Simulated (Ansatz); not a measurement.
FH2IO2Zr, SMILES `[OH][Zr]([OH])([F])[I]` at its PBE0-D4/def2-TZVP geometry, where that method's forces vanish. Charge 0, multiplicity 1. Zr, I takes the def2 core potential.

```xyz
7

O     0.9787    1.3778   -0.1784
Zr    0.1959   -0.2977    0.2458
O    -1.2290   -0.7064   -0.9386
F     1.5260   -1.6481    0.0848
I    -0.7638   -0.2195    2.8190
H     1.2380    2.2479   -0.4680
H    -1.9459   -0.7539   -1.5646
```

What forces (eV/Å) does PBE-D4/def2-TZVPP give on these atoms in Ansatz? (An estimate is asked.)

Computed: 
```
O1   0.056 -0.071  0.071
Zr2 -0.078 -0.003  0.233
O3   0.042 -0.086  0.066
F4   0.258 -0.261 -0.033
I5  -0.048  0.005  0.128
H6   0.117  0.426 -0.152
H7  -0.347 -0.010 -0.312
```
